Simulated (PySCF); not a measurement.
**Basis and Hamiltonian dependence of the excitation energy of Fe**

Fe [Ar] 3d6 4s2 (5D) → Fe [Ar] 3d5 4s2 5s1 (7S). Calculated with PySCF 2.14 from differences of total energies of unrestricted determinants, without spin-orbit coupling. Values in eV.

```
                                                               basis       Hamiltonian  functions    UHF     LDA   PBE0  MP2 (valence)  CCSD(T) (valence)  CCSD(T) (valence and next inner shell)
                                                      aug-cc-pVDZ-DK     spin-free X2C         59  6.112   8.871  8.347          7.476              7.488                                     n/a
                                                         aug-cc-pVDZ  non-relativistic         59  6.464   9.187  8.674          7.798              7.806                                     n/a
                                                        ANO-RCC-VTZP     spin-free X2C         59  6.306   9.132  8.576          7.873              7.882                                   7.952
                                                         def2-TZVPPD  non-relativistic         67  7.824  10.264  9.766          9.016              8.997                                   9.094
   x2c-TZVPPall with one added diffuse shell each of s, p, d, f type     spin-free X2C         80  6.058   9.020  8.397          7.580              7.591                                   7.726
                                                      aug-cc-pVTZ-DK     spin-free X2C         93  5.989   8.921  8.308          7.544              7.555                                     n/a
                                                         def2-QZVPPD  non-relativistic        100  6.758   9.487  8.884          8.216              8.210                                     n/a
                                                       aug-cc-pwCVTZ  non-relativistic        127  6.342   9.232  8.634          7.951                n/a                                     n/a
                                                    aug-cc-pwCVTZ-DK     spin-free X2C        127  5.992   8.918  8.309          7.630                n/a                                     n/a
x2c-QZVPPall with one added diffuse shell each of s, p, d, f, g type     spin-free X2C        128  5.996   8.921  8.314          7.587                n/a                                     n/a
```

Frozen in the all-electron rows: valence: [Ar]; valence and next inner shell: [Ne].

At UHF, def2-TZVPPD lies more than 0.3 eV from the median of the rows with comparable relativity. Of these, def2-TZVPPD has no diffuse functions of the l that the added or promoted electron needs.

Non-relativistic rows lack the scalar-relativistic shift. The upper state lies above the first ionisation limit, where it may autoionise and the basis confines it. A Rydberg-like electron needs more diffuse functions than a valence basis has.
